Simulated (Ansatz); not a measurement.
Tl₂H⁺, relaxed as a singlet with RKS PBE0-D4/def2-TZVP in Ansatz, starting from packed atoms. Force threshold 0.02 eV/Å.

In the def2 sets Tl takes a core potential; there is no spin–orbit coupling. The structure comes from a short search, and lower isomers may exist.

Start:

```xyz
3

Tl   -0.6313    1.5597    0.5141
Tl    0.5258   -1.6273   -0.3019
H     0.1055    0.0676   -0.2121
```

```tsv
step	energy (eV)	largest force component (eV/Å)	SCF passes
1	-9399.3024	2.255	26
2	-9400.0121	0.659	29
3	-9400.1740	0.083	29
4	-9400.1857	0.019	28
5	-9400.1860	0.006	24
```

Force components are those of the run's own axes.

End:

```xyz
3

Tl   -0.707    1.951    0.497
Tl    0.707   -1.952   -0.497
H     0.000    0.000   -0.001
```

By distances, no bond broke or formed. The bond that changes most is Tl2–H3, from 1.75 to 2.13 Å (atoms count from 1).

The force fell under the threshold at step 4, but the optimiser went on. No frequencies were taken in this run, so the end may be a saddle point.

It took 9.5 s on 4 threads of Arm Neoverse V1 on a shared host.
